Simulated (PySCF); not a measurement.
**Finite-field polarisability of Pd (palladium, neutral)**

[Kr] 4d10, closed-shell 1S. All numbers are calculated (PySCF 2.14, scalar relativity by spin-free X2C-1e, in aug-cc-pwCVTZ-DK with one added diffuse shell each of s, p, d, f, g type (12s11p9d5f4g, 161 functions)). Frozen: [Kr]. Energy changes in a uniform field (μhartree):

```
axis  F (au)        HF       MP2      CCSD   CCSD(T)
   x  0.0031  -100.439  -128.390  -113.814  -123.119
   x  0.0062  -402.311  -514.792  -456.170  -493.756
```

Task: Derive α along x at CCSD(T) from the two fields.

Result: With ΔE = −αF²/2 − γF⁴/24, α = −(16 ΔE(F) − ΔE(2F))/(6F²) = 25.60 bohr³.

Task: And the mean polarisability at each level?

Result: HF 20.89, MP2 26.70, CCSD 23.67, CCSD(T) 25.60 bohr³. Reference: 26.14 ± 0.1 bohr³ (recommended; Schwerdtfeger and Nagle, table of static dipole polarizabilities (2023 update)).

The same two fields give the second hyperpolarisability, to two digits from the fit; its basis error is larger: HF 12000, MP2 27000, CCSD 20000, CCSD(T) 28000 au.
